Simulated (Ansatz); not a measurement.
`CCC[BH][AlH2]` + H₂S → `CCCBS` + `[AlH3]`  (cleavage of the B–Al bond)

Computed with Ansatz on PBE0-D4/def2-TZVP structures; ΔE is electronic, products minus reactants. CBS: MP2 limit from def2 TZ/QZ plus the TZ coupled-cluster correction, frozen cores. This one scheme is used for every species. DFT in def2-TZVPP. B3LYP here is the variant with VWN-RPA as its local correlation; programs differ in this. Each species was taken in one conformer, which may not be the lowest.

(1) Is it downhill or uphill in electronic energy at CCSD(T)/CBS, and by how much? (Best estimate.)

(2) What do these levels give: r2SCAN-D4, B3LYP-D4, ωB97X-V, B2PLYP, PBE, r2SCAN, HF/def2-TZVPP, CCSD(T)/def2-TZVPP, HF/def2-QZVPP, MP2/def2-QZVPP, SCS-MP2/def2-QZVPP, MP2/CBS(def2)? (Best estimate.)

Largest T1 diagnostic among the species: 0.012.

Answers

(1) Ansatz gave: Downhill: ΔE = -1.31 eV.

(2) Ansatz gave: r2SCAN-D4 -1.34, B3LYP-D4 -1.32, ωB97X-V -1.30, B2PLYP -1.35, PBE -1.27, r2SCAN -1.34, HF/def2-TZVPP -1.28, CCSD(T)/def2-TZVPP -1.32, HF/def2-QZVPP -1.27, MP2/def2-QZVPP -1.42, SCS-MP2/def2-QZVPP -1.37, MP2/CBS(def2) -1.42 eV.

In def2-TZVPP, CCSD(T) changes the Hartree–Fock value by −0.04 eV (the triples alone add −0.03 eV) and MP2 by −0.15 eV.
